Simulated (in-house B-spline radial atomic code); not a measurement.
The numbers below are computed, except where a source is named.
Ghost states of the separable form: Zn

Zn, [Ar] 3d10 4s2, non-relativistic LDA (VWN5), spherical and spin-unpolarised, from a B-spline radial code for spherical atoms (atomic units; all potentials screened as in the neutral atom).

Troullier-Martins channels: 4s (ε = -0.2227, r_c = 2.208 bohr), 3d (ε = -0.3989, r_c = 1.636 bohr). In the Kleinman-Bylander form one channel serves as the local potential, and each other channel l becomes |δV u><u δV|/<u|δV|u>, with δV = V_l − V_local and u the pseudo-orbital. Its strength is E_KB = <u|δV²|u>/<u|δV|u>. By the analysis of Gonze, Stumpf and Scheffler a spurious state lies below the reference level ε if E_KB > 0 and ε is above the second level of the local potential alone, or if E_KB < 0 and ε is above its first. The table's levels are those of angular momentum l in a sphere of 9 bohr, whose wall can lift a shallow ε a little above its free-atom value.

```
local  channel  <u δV u>  <u δV² u>        ε  first local level  second local level
    s        d   -8.1201     109.52  -0.3989             0.1121              0.3497
    d        s   0.24534     2.3081  -0.2225           -12.0428             -1.0740
```

Task: Apply the rule to each row.

Result: Local s, channel d: E_KB = -13.5, so ε = -0.3989 is set against 0.1121: no ghost. Local d, channel s: E_KB = +9.41, so ε = -0.2225 is set against -1.0740: a ghost.

Diagonalising the separable Hamiltonian gives:

```csv
local,channel,three lowest levels,"all-electron, two lowest valence levels"
s,d,"-0.3989, 0.1205, 0.3809","-0.3989, 0.1193"
d,s,"-6.0068, -0.2225, 0.0804","-0.2225, 0.0806"
```

Task: Which choices of local channel are safe?

Result: Free of ghosts: s. With d local the s channel has a ghost 5.78 hartree below ε, since the local potential binds more than one state below ε, and a repulsive term of rank one raises each level at most to the next, so it clears only one of them. Among the safe choices the second level, which tests transfer, is off by at most 1.2 millihartree (s local).
